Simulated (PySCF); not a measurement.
Structure elucidation problem

An unknown has the formula C₃H₈F₂OSi₃. Its calculated NMR data are:

¹H NMR (400 MHz, computed): δ 6.05 (m, 2H), 6.05 (m, 1H), 5.93 (m, 2H), 5.50 (m, 1H), 5.38 (m, 2H).

¹³C{¹H} NMR (computed): δ 178.5, 118.8, 81.0.

Computed data (PySCF 2.14): GFN2-xTB geometry, GIAO PBE0/pcSseg-1 shieldings. Non-relativistic, equivalent nuclei averaged, single conformer, no solvent.

δ = σ(ref) − σ, references computed at the same level: ¹H (σref 31.72), ¹³C (σref 186.93) against TMS.

Question: Deduce the structure.

Answer: 
Rings plus π bonds: 2 (1 ring in the answer). 3 carbon signals for 3 carbons: no two carbons are equivalent. Carbon types of the structure: 1 × C, 2 × CH2, leaving 4 H on heteroatoms. δC 178.5: fully substituted alkene carbon. δC 118.8: terminal =CH2 carbon; an sp2 carbon of a C=C bond. δC 81.0: sp3 CH2 bonded to F and Si; the inductive effect lowers its shielding. δH 6.05, 5.93: hydrogen on a silicon bonded to O, Si, in a 4-membered ring. δH 6.05, 5.50: hydrogen on a terminal =CH2 carbon; a vinylic proton, deshielded by the sp2 carbon and the C=C anisotropy. δH 5.38: hydrogen on an sp3 CH2 bonded to F and Si; its carbon carries F, which withdraws density.

These data were computed for SMILES C=C(F)[Si]1(CF)[SiH2]O[SiH2]1.

The shifts were computed for this structure.

Splittings by ¹⁹F in the carbon and heteronuclear signals aren't shown, as no couplings were computed. Shifts are as computed. Against solution values, carbons near 30 ppm lie about +3 ppm off and those near 130 ppm about +5 ppm. Of 1211 compounds with measured shifts, 218 miss one by over three times the rms of a fit or turn the order of signals round; such compounds aren't used in these exercises. Multiplicities follow the n + 1 count of equivalent neighbours, as no J values were calculated; m marks all less simple cases, F and P coupling included.
